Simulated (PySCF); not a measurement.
Species: AsH9OSi3.
Numbering: `[SiH3:1][O:2][Si@H:3]([SiH3:4])[AsH2:5]` (hydrogens: H6, H7, H8 on Si1; H9 on Si3; H10, H11, H12 on Si4; H13, H14 on As5)

A GFN2-xTB structure was refined with PBE0-D3(BJ)/def2-SVP geometry optimisation, gas phase (PySCF 2.14.0). Its GFN2-xTB values:

```
    coordinate  GFN2-xTB
        Si1–O2   1.613 Å
        Si1–H6   1.460 Å
        O2–Si3   1.642 Å
       Si3–Si4   2.321 Å
       Si3–As5   2.341 Å
        Si3–H9   1.481 Å
       Si4–H10   1.470 Å
       As5–H13   1.505 Å
    Si1–O2–Si3    148.9°
    O2–Si3–Si4    104.1°
    O2–Si3–As5    108.1°
   Si4–Si3–As5    119.2°
Si1–O2–Si3–Si4      140°
```

Problem. How do these coordinates change at the PBE0-D3(BJ)/def2-SVP level?

Solution. 
```csv
coordinate,PBE0-D3(BJ)/def2-SVP (Å or °),change
Si1–O2,1.659,+0.046
Si3–As5,2.380,+0.039
Si1–H6,1.490,+0.030
Si4–H10,1.496,+0.026
O2–Si3,1.666,+0.024
As5–H13,1.527,+0.022
Si3–Si4,2.340,+0.019
Si3–H9,1.497,+0.016
Si4–Si3–As5,112.1,-7.1
Si1–O2–Si3,144.3,-4.6
O2–Si3–Si4,108.2,+4.1
O2–Si3–As5,109.5,+1.4
Si1–O2–Si3–Si4,134,-6
```

The energy falls by 6.2 kcal/mol over 12 energy and gradient evaluations, the largest force component goes from 0.0147 to 2.3e-04 Eh/bohr, and the atoms move by 0.192 Å rms after alignment. The bond that changes most is Si1–O2 (oxygen-bound silicon to siloxane oxygen), which lengthens by 0.046 Å. Bonds longer at the end by more than 0.005 Å: 13 of 13; shorter: 0. Among the dihedrals that turn most is H9–Si3–Si4–H11, from -42° to -62°. Rotational constants go from 1285, 1108, 639.2 to 1257, 1101, 634.7 MHz.

The run used 145 basis functions and 74 SCF cycles in all. On an Arm Neoverse V1 with one thread, no GPU, shared host with 64 logical CPUs at a one-minute load of 23, this took 86 s and 0.70 GiB of memory at its peak.

Whether it is a minimum is left open (no frequencies). The numbers are those of one conformer.
